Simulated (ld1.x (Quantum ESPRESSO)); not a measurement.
# Before and after: TM potential for tin

tin, norm-conserving Troullier–Martins (Kleinman–Bylander form), made with ld1.x (Quantum ESPRESSO) 7.5 (LDA (PZ), scalar-relativistic). Core [Kr], reference 4d10 5s1.75 5p2.25. Waves: 5s (bound): rc 1.45 bohr; 5p (bound): rc 1.95 bohr; 4d (bound): rc 1.60 bohr. Local part: the d channel. Core correction: Bessel-smoothed model core, default radius (core density twice the valence density).

Change: wave 5p (bound): rc 1.95 bohr becomes 5p (bound): rc 1.56 bohr.

Cutoffs: the cutoffs (Ry, on a coarse ladder) from which the occupation-weighted sum of valence levels, in a spherical-Bessel basis at the reference potential, stays within 10 and 1 mRy of its value at 400 Ry; they do not see the model core or the augmentation charge, which bear on the density cutoff. Errors are all-electron minus pseudo energies relative to the spin-unpolarised reference configuration.

Predict the effect on cutoff, ghosts and configuration errors.

The potential gets harder (90 Ry and 160 Ry → 110 Ry and 180 Ry); both files keep a bound ghost (p, s); of the 9 tests that both files solve, the error grows in 1 and shrinks in 5 by more than 15 % and 0.3 meV (median size 3.9 → 3.1 meV). A smaller radius makes the pseudo-wave follow the all-electron one further in, where it bends more sharply, so more plane waves are needed.

```csv
quantity,base,changed
"cutoff, loose",90 Ry,110 Ry
"cutoff, tight",160 Ry,180 Ry
loose cutoff by channel (10 mRy a level),"s 40 Ry, p 25 Ry, d 70 Ry","s 40 Ry, p 90 Ry, d 70 Ry"
bound ghosts,"s, p","s, p"
"error for 4d10 5s2 5p2, meV [ΔE -1.74 eV]",-0.3,-0.1
"error for 4d10 5s2 5p1, meV [ΔE 5.35 eV]",-3.9,-3.1
"error for 4d10 5s2 5p0, meV [ΔE 19.62 eV]",-14,-6.9
"error for 4d10 5s1 5p2, meV [ΔE 13.09 eV]",-4.9,-13
"error for 4d10 5s2 5p1.5, meV [ΔE 0.97 eV]",-1.6,-0.8
"error for 4d9 5s2 5p3, meV [ΔE 22.60 eV]",-219,-246
"error for 4d10 5s0 5p4, meV [ΔE 12.66 eV]",-25,-15
"error for 4d10 5s1.75 5p2.25 (spin-polarised), meV [ΔE -0.75 eV]",+2.1,-0.6
"error for 4d10 5s2 5p2 (spin-polarised), meV [ΔE -2.22 eV]",+0.9,-0.7
```

 A true bound ghost makes a file unfit for plane-wave use even where its test errors are small: the radial tests pick states by their node count and pass the ghost by.
